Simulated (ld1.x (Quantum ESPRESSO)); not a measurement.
Pseudopotential generation for Ho: PAW, LDA (PZ), scalar-relativistic.

Input for ld1.x (Quantum ESPRESSO) 7.5:

```
&input
   title='Ho', zed=67., rel=1, dft='PZ', iswitch=3,
   config='[Xe] 4f10 5d1 6s0 6p0',
   nld=3, rlderiv=3.60, eminld=-7.0, emaxld=5.0, deld=0.02
 /
 &inputp
   pseudotype=3, lpaw=.true., tm=.true., lloc=-1, rcloc=3.00,
   nlcc=.true., new_core_ps=.true., rcore=0.85,
   which_augfun='GAUSS', rmatch_augfun=1.60,
   file_pseudopw='Ho.UPF', file_wfcaegen='ae.wfc', file_wfcncgen='nc.wfc', file_beta='beta', file_chi='chi', file_wfcusgen='us.wfc'
 /
6
5S  1  0   2.00   0.00  1.70  1.85  0.0
6S  2  0   0.00   0.00  1.70  1.85  0.0
5P  2  1   6.00   0.00  1.90  2.20  0.0
6P  3  1   0.00   0.00  1.90  2.20  0.0
5D  3  2   1.00   0.00  2.75  3.30  0.0
5D  3  2   0.00  -0.70  2.75  3.30  0.0
 &test
   configts(1)='5s2 5p6 5d1 6s0 6p0'
 /
```

Command:

```bash
ld1.x < Ho.in > Ho.out
```

The program printed (shortened: banner, matrices, multipoles, cross overlaps and the repeated all-electron block are left out):

```
Program LD1 v.7.5
     --------------------------- All-electron run ----------------------------

     Ho
     scalar relativistic calculation

     atomic number is 67.00
     dft =PZ   lsd =0 sic =0 latt =0  beta=0.20 tr2=1.0E-14
     Exchange-correlation= PZ
                           (   1   1   0   0   0   0   0)
     mesh =1265 r(mesh) =  99.01857 a.u. xmin = -7.00 dx = 0.01250
     1 Ry =  13.60569312 eV, c = 137.03599908

     n l     nl                  e(Ry)          e(Ha)          e(eV)
     1 0     1S 1( 2.00)     -4077.0758     -2038.5379    -55471.4416
     2 0     2S 1( 2.00)      -683.3526      -341.6763     -9297.4853
     2 1     2P 1( 6.00)      -605.8002      -302.9001     -8242.3310
     3 0     3S 1( 2.00)      -153.8587       -76.9294     -2093.3543
     3 1     3P 1( 6.00)      -130.1631       -65.0815     -1770.9587
     4 0     4S 1( 2.00)       -31.6304       -15.8152      -430.3530
     4 1     4P 1( 6.00)       -23.8189       -11.9095      -324.0728
     3 2     3D 1(10.00)      -100.0384       -50.0192     -1361.0913
     5 0     5S 1( 2.00)        -5.0619        -2.5309       -68.8701
     5 1     5P 1( 6.00)        -3.1978        -1.5989       -43.5089
     4 2     4D 1(10.00)       -13.2653        -6.6326      -180.4831
     4 3     4F 1(10.00)        -1.7544        -0.8772       -23.8703
     5 2     5D 1( 1.00)        -1.1331        -0.5665       -15.4159
     6 0     6S 1( 0.00)        -1.1633        -0.5816       -15.8274
     6 1     6P 1( 0.00)        -0.8100        -0.4050       -11.0212

     final scf error:  3.1E-15 reached in  28 iterations

     Etot =  -25214.731485 Ry,  -12607.365743 Ha, -343063.898769 eV

     Ekin =   27266.221799 Ry,   13633.110900 Ha,  370975.846423 eV
     Encl =  -61712.281424 Ry,  -30856.140712 Ha, -839638.362969 eV
     Eh   =    9754.229530 Ry,    4877.114765 Ha,  132713.053632 eV
     Exc  =    -522.901391 Ry,    -261.450695 Ha,   -7114.435855 eV

     normalization and overlap integrals

     s(1S/1S) =  1.000000  <r> =   0.0208  <r2> =    0.0006  r(max) =   0.0132
     s(2S/2S) =  1.000000  <r> =   0.0881  <r2> =    0.0092  r(max) =   0.0749
     s(2P/2P) =  1.000000  <r> =   0.0781  <r2> =    0.0074  r(max) =   0.0605
     s(3S/3S) =  1.000000  <r> =   0.2301  <r2> =    0.0605  r(max) =   0.2113
     s(3P/3P) =  1.000000  <r> =   0.2291  <r2> =    0.0608  r(max) =   0.2086
     s(4S/4S) =  1.000000  <r> =   0.5186  <r2> =    0.3037  r(max) =   0.4821
     s(4P/4P) =  1.000000  <r> =   0.5496  <r2> =    0.3438  r(max) =   0.5068
     s(3D/3D) =  1.000000  <r> =   0.2080  <r2> =    0.0508  r(max) =   0.1687
     s(5S/5S) =  1.000000  <r> =   1.2565  <r2> =    1.7771  r(max) =   1.1278
     s(5P/5P) =  1.000000  <r> =   1.4765  <r2> =    2.4758  r(max) =   1.2780
     s(4D/4D) =  1.000000  <r> =   0.5947  <r2> =    0.4106  r(max) =   0.5196
     s(4F/4F) =  1.000000  <r> =   0.7922  <r2> =    0.8246  r(max) =   0.5196
     s(5D/5D) =  1.000000  <r> =   2.3016  <r2> =    6.2023  r(max) =   1.8136
     s(6S/6S) =  1.000000  <r> =   3.2294  <r2> =   11.6595  r(max) =   2.9163
     s(6P/6P) =  1.000000  <r> =   3.9850  <r2> =   17.7916  r(max) =   3.5619

     ------------------------ End of All-electron run ------------------------

     --------------------- Generating PAW atomic setup --------------------

      Generating local potential from pseudized AE potential:
      Matching radius rcloc =   3.0000

      Local pseudo, rcloc= 2.990 Estimated cut-off energy=     2.57 Ry

      Computing core charge for nlcc:

       r > 0.86 : true rho core
      Core charge pseudized with two Bessel functions
      Integrated core pseudo-charge :  32.66
      Wfc-us  5S rcutus= 1.859  Estimated cut-off energy=    15.59 Ry
      Wfc-us  6S rcutus= 1.859  Estimated cut-off energy=    30.84 Ry
      Wfc-us  5P rcutus= 2.215  Estimated cut-off energy=    17.24 Ry
      Wfc-us  6P rcutus= 2.215  Estimated cut-off energy=    31.80 Ry
      Wfc-us  5D rcutus= 3.305  Estimated cut-off energy=    10.86 Ry
      Wfc-us  5D rcutus= 3.305  Estimated cut-off energy=    16.79 Ry

     Required augmentation: GAUSS   radius:    1.600000
     Message from routine us2paw:
     GAUSS augmentation functions are ususally harder than BESSEL; use BESSEL instead unless you have discontinuity in local potential

     Estimated PAW energy = -584.752055 Ryd

     ------------------- End of pseudopotential generation -------------------

     Computing logarithmic derivative in   3.58435
     Computing logarithmic derivative in   3.58435
     Computing the partial wave expansion
     R is outside the sphere for l=    0 j= 0.00
     R is outside the sphere for l=    0 j= 0.00
     R is outside the sphere for l=    1 j= 0.00
     R is outside the sphere for l=    1 j= 0.00
     R is outside the sphere for l=    2 j= 0.00
     R is outside the sphere for l=    2 j= 0.00

     ---------------------- Testing the pseudopotential ----------------------

     Ho
     scalar relativistic calculation

     atomic number is 67.00   valence charge is 11.00
     dft = SLA  PZ   NOGX NOGC   lsd =0 sic =0 latt =0  beta=0.20 tr2=1.0E-14
     mesh =1265 r(mesh) =  99.01857 xmin = -7.00 dx = 0.01250

     n l     nl             e AE (Ry)        e PS (Ry)    De AE-PS (Ry)
     1 0     5S   1( 2.00)       -5.06186       -5.06186       -0.00000
     2 1     5P   1( 6.00)       -3.19784       -3.19784       -0.00000
     3 2     5D   1( 1.00)       -1.13305       -1.13305       -0.00000
     2 0     6S   1( 0.00)       -1.16329       -1.16329        0.00000
     3 1     6P   1( 0.00)       -0.81004       -0.81004       -0.00000

     eps = 1.5E-15  iter =  3

     Etot =  -25214.731485 Ry,  -12607.365743 Ha, -343063.898769 eV
     Etotps =  -584.752053 Ry,    -292.376027 Ha,   -7955.956991 eV

     Ekin =     155.876789 Ry,      77.938394 Ha,    2120.811753 eV
     Encl =    -266.209424 Ry,    -133.104712 Ha,   -3621.963725 eV
     Ehrt =      48.481974 Ry,      24.240987 Ha,     659.630854 eV
     Ecxc =    -522.901392 Ry,    -261.450696 Ha,   -7114.435874 eV
     (Ecc =    -115.798583 Ry,     -57.899291 Ha,   -1575.519984 eV)

     ---------------------- End of pseudopotential test ----------------------
```

Generation and configuration tests took about 4.7 s on one core of a shared server CPU.
